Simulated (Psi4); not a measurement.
C$_{3}$H$_{14}$N$_{2}$Si$_{2}$, singlet, at a GFN2-xTB geometry, atoms displaced at random by about 0.08 Å a coordinate; R2SCAN/STO-3G, gradient (Psi4).

The Psi4 input:
```
memory 2 GB

molecule mol {
0 1
Si    2.082017    1.062312    0.653944
C     3.243481   -0.056911   -0.463355
N     0.504052    0.307978    0.693935
Si   -0.108049   -0.654739   -0.453925
N    -2.022722   -0.592594    0.083790
C    -2.987506   -1.366575   -0.572388
C    -2.515428    0.718711    0.354498
H     2.497812    1.020267    2.119599
H     2.072597    2.292175    0.194397
H     2.965557   -0.100653   -1.334187
H     4.370965    0.254381   -0.458297
H     3.439364   -1.037239   -0.041965
H     0.029871    0.475940    1.611082
H     0.123002   -1.817149   -0.511971
H     0.168847    0.098258   -1.863770
H    -3.274473   -1.117246   -1.596413
H    -3.616924   -1.548720   -0.035662
H    -2.460022   -2.378539   -0.907158
H    -3.043328    1.228018   -0.601037
H    -3.307070    0.473654    1.175139
H    -2.034726    1.391836    0.674745
symmetry c1
no_reorient
no_com
}

set {
  basis sto-3g
  reference rks
}

gradient('r2scan')
print_variables()
```

It wrote (shortened):

```
gradient() will perform analytic gradient computation.

   => Loading Basis Set <=

    Name: STO-3G
    Role: ORBITAL
    Keyword: BASIS

         ---------------------------------------------------------
                                   SCF
               by Justin Turney, Rob Parrish, Andy Simmonett
                          and Daniel G. A. Smith
                              RKS Reference
         ---------------------------------------------------------

  ==> Geometry <==

    Molecular point group: c1
    Full point group: C1

    Geometry (in Angstrom), charge = 0, multiplicity = 1:

       Center              X                  Y                   Z               Mass
    ------------   -----------------  -----------------  -----------------  -----------------
         SI           2.082017000000     1.062312000000     0.653944000000    27.976926534650
         C            3.243481000000    -0.056911000000    -0.463355000000    12.000000000000
         N            0.504052000000     0.307978000000     0.693935000000    14.003074004430
         SI          -0.108049000000    -0.654739000000    -0.453925000000    27.976926534650
         N           -2.022722000000    -0.592594000000     0.083790000000    14.003074004430
         C           -2.987506000000    -1.366575000000    -0.572388000000    12.000000000000
         C           -2.515428000000     0.718711000000     0.354498000000    12.000000000000
         H            2.497812000000     1.020267000000     2.119599000000     1.007825032230
         H            2.072597000000     2.292175000000     0.194397000000     1.007825032230
         H            2.965557000000    -0.100653000000    -1.334187000000     1.007825032230
         H            4.370965000000     0.254381000000    -0.458297000000     1.007825032230
         H            3.439364000000    -1.037239000000    -0.041965000000     1.007825032230
         H            0.029871000000     0.475940000000     1.611082000000     1.007825032230
         H            0.123002000000    -1.817149000000    -0.511971000000     1.007825032230
         H            0.168847000000     0.098258000000    -1.863770000000     1.007825032230
         H           -3.274473000000    -1.117246000000    -1.596413000000     1.007825032230
         H           -3.616924000000    -1.548720000000    -0.035662000000     1.007825032230
         H           -2.460022000000    -2.378539000000    -0.907158000000     1.007825032230
[...]
  @DF-RKS Final Energy:  -801.23553876928202
    Total Energy =                       -801.2355387692820159
[...]

    XC_MGGA_C_R2SCAN:  1.00E-15
    XC_MGGA_X_R2SCAN:  1.00E-11

   => Molecular Quadrature <=

    Radial Scheme          =       TREUTLER
    Pruning Scheme         =           NONE
    Nuclear Scheme         =       TREUTLER

    Blocking Scheme        =         OCTREE
    BS radius alpha        =              1
    Pruning alpha          =              1
    Radial Points          =             75
    Spherical Points       =            302
    Total Points           =         441151
    Total Blocks           =           3263
    Max Points             =            256
    Max Functions          =             53
    Weights Tolerance      =       1.00E-15

  -Total Gradient:
     Atom            X                  Y                   Z
    ------   -----------------  -----------------  -----------------
       1       -0.027927914044     0.113640943463    -0.049862076020
       2       -0.123290611764    -0.042210790114    -0.247499092440
       3       -0.041378756956    -0.051119291086    -0.061483674535
       4        0.155453943088    -0.218634503108     0.068488275749
       5       -0.158786057227    -0.007265586515    -0.003917443213
       6       -0.323187731305     0.023425780966     0.307588013511
       7        0.262690365500     0.182015486371     0.113023946229
       8        0.001601733704    -0.006692838911     0.032349241803
       9       -0.000313222307    -0.084591567503     0.031320409555
      10        0.073430617745     0.014966552827     0.225057806127
      11        0.049785344592    -0.010130526087     0.004569782354
      12        0.023344603182     0.014103420295    -0.002293555481
      13       -0.001040021286     0.011576502032     0.016369830736
      14       -0.048587527960     0.219901514103     0.012019756044
      15        0.005737519894     0.032943735682    -0.045472561014
      16        0.021875294818    -0.027351026554     0.006110828027
      17        0.323907214458     0.087802300080    -0.249561363816
      18        0.022782680015    -0.033319118842    -0.032127331299
      19       -0.011779302013     0.023490526449    -0.042177958966
      20       -0.009480711360    -0.028110659707     0.031551929342
      21       -0.195395065069    -0.213633880145    -0.115011633338

  Variable Map:
  ----------------------------------------------------------------------------
[...]
  Array Variable Map:
  ----------------------------------------------------------------------------
[...]
[...]
```
